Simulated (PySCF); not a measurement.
All values below come from B3LYP-D3(BJ)/def2-TZVP // TPSS-D3(BJ)/def2-SVP (PySCF). All species are isolated molecules in the gas phase. One relaxed conformer stands for a flexible species; it need not be the lowest. B3LYP has the VWN-RPA correlation part, as in Gaussian. 

Reference species: [Y(F)3] (neutral, multiplicity 1).

| Quantity | Value |
|---|---|
| LUMO | -2.81 eV |
| coordination number | 3 |

Changed species: [Y(F)2(OH)] (1 of 3 F replaced by OH; the reference has 0 of 3 F replaced by OH).

Give the shifts of the LUMO and coordination number.

the LUMO goes up by 0.40 eV, to -2.41 eV; the coordination number hardly moves.
